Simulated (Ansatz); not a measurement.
Basis-set extrapolation for `C=C(N)BF` (PBE0-D4/def2-TZVP geometry, frozen core, Ansatz 0.2.0). Multiplicity 1, RHF reference.

```
                      def2-TZVPP   def2-QZVPP
                 HF  -257.366355  -257.378301
    MP2 correlation    -0.878540    -0.945095
CCSD(T) correlation    -0.943745      not run
```

Energies in hartree. Use E(X) = E(∞) + A·exp(−7.88·√X) for Hartree–Fock and E(X) = E(∞) + B·X^(−2.97) for correlation, with X = 3 and 4, and add CCSD(T) minus MP2 of the smaller set to the MP2 limit.

What is the CCSD(T) energy at the basis-set limit?

HF limit: -257.378301 + (-0.011946) × 0.13774 = -257.37995. MP2 limit: -0.945095 + (-0.066555) × 0.74074 = -0.99439. Higher-order term: -0.943745 − (-0.878540) = -0.06520. Total: -258.43954 hartree, 339.8 kJ/mol below CCSD(T)/def2-TZVPP.
